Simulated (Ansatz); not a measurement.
A run for Ansatz (an electronic-structure program): FCI/6-31G on PO, 2S+1 = 2, a point of a bond scan (R = 3.996 Å).

Ansatz 0.2 input:
```yaml
crystal:
  periodic: [false, false, false]
  atoms:
    - {symbol: P, position_ang: [-0.00000000, -0.00000000, -0.51471869]}
    - {symbol: O, position_ang: [0.00000000, 0.00000000, 3.48078516]}
basis:
  gaussian:
    orbitals: 6-31G
magnetization: {spin_polarized: false, initial_magnetization: 1}
correlation: {method: fci, electrons: outside_noble_gas}
```

Q: What total energy does the run end on?

A: -415.5438 hartree.

Q: How many basis functions does it have, and what does it roughly cost on one machine?

A: 22 functions; very roughly 10 core-minutes.
